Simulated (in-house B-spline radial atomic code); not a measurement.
Orbital energies and mean radii along the 41-electron series, configuration [Kr] 4d5. The effective charge is n√(-2ε), a non-relativistic measure. Computed with a B-spline radial code for spherical atoms: Dirac-Hartree-Fock, average of the configuration, finite nuclei.

```json
{"ion": "Re34+", "Z": "75", "energy of 4p3/2 (Eh)": "-60.604", "mean radius of 4p3/2 (bohr)": "0.42654", "energy of 4d5/2 (Eh)": "-53.537", "mean radius of 4d5/2 (bohr)": "0.42515", "energy of 4p1/2 (Eh)": "-64.104", "mean radius of 4p1/2 (bohr)": "0.4045", "effective charge of 4p3/2": "44.038"}
{"ion": "Os35+", "Z": "76", "energy of 4p3/2 (Eh)": "?", "mean radius of 4p3/2 (bohr)": "?", "energy of 4d5/2 (Eh)": "?", "mean radius of 4d5/2 (bohr)": "?", "energy of 4p1/2 (Eh)": "?", "mean radius of 4p1/2 (bohr)": "?", "effective charge of 4p3/2": "?"}
{"ion": "Ir36+", "Z": "77", "energy of 4p3/2 (Eh)": "?", "mean radius of 4p3/2 (bohr)": "?", "energy of 4d5/2 (Eh)": "?", "mean radius of 4d5/2 (bohr)": "?", "energy of 4p1/2 (Eh)": "?", "mean radius of 4p1/2 (bohr)": "?", "effective charge of 4p3/2": "?"}
{"ion": "Pt37+", "Z": "78", "energy of 4p3/2 (Eh)": "-69.537", "mean radius of 4p3/2 (bohr)": "0.40253", "energy of 4d5/2 (Eh)": "-61.84", "mean radius of 4d5/2 (bohr)": "0.39975", "energy of 4p1/2 (Eh)": "-73.881", "mean radius of 4p1/2 (bohr)": "0.37995", "effective charge of 4p3/2": "47.172"}
{"ion": "Au38+", "Z": "79", "energy of 4p3/2 (Eh)": "-72.65", "mean radius of 4p3/2 (bohr)": "0.3951", "energy of 4d5/2 (Eh)": "-64.734", "mean radius of 4d5/2 (bohr)": "0.39196", "energy of 4p1/2 (Eh)": "-77.309", "mean radius of 4p1/2 (bohr)": "0.37232", "effective charge of 4p3/2": "48.216"}
```

(1) Fill in the row of Os35+.

(2) Fill in the row of Ir36+.

(3) How does the screening of 4p3/2 change?

Results:

(1) energy of 4p3/2 (Eh): -63.515; mean radius of 4p3/2 (bohr): 0.41824; energy of 4d5/2 (Eh): -56.241; mean radius of 4d5/2 (bohr): 0.41633; energy of 4p1/2 (Eh): -67.28; mean radius of 4p1/2 (bohr): 0.39602; effective charge of 4p3/2: 45.083.

(2) energy of 4p3/2 (Eh): -66.492; mean radius of 4p3/2 (bohr): 0.41024; energy of 4d5/2 (Eh): -59.009; mean radius of 4d5/2 (bohr): 0.40787; energy of 4p1/2 (Eh): -70.538; mean radius of 4p1/2 (bohr): 0.38784; effective charge of 4p3/2: 46.128.

(3) Z less the effective charge goes from 30.96 at Z = 75 to 30.78 at Z = 79.
